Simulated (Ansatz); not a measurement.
Basis-set extrapolation for C$_{2}$H$_{6}$BFO, SMILES `CBC(O)F` (PBE0-D4/def2-TZVP geometry, frozen core, the Gaussian-basis code of Ansatz). Multiplicity 1, RHF reference.

```
                      def2-TZVPP   def2-QZVPP
                 HF  -278.317272  -278.329906
    MP2 correlation    -0.930403    -1.003000
CCSD(T) correlation    -1.000168      not run
```

Energies in hartree. Use E(X) = E(∞) + A·exp(−7.88·√X) for Hartree–Fock and E(X) = E(∞) + B·X^(−2.97) for correlation, with X = 3 and 4, and add CCSD(T) minus MP2 of the smaller set to the MP2 limit.

Problem. What is the CCSD(T) energy at the basis-set limit?

Solution. HF limit: -278.329906 + (-0.012634) × 0.13774 = -278.33165. MP2 limit: -1.003000 + (-0.072597) × 0.74074 = -1.05678. Higher-order term: -1.000168 − (-0.930403) = -0.06976. Total: -279.45819 hartree, 369.5 kJ/mol below CCSD(T)/def2-TZVPP.
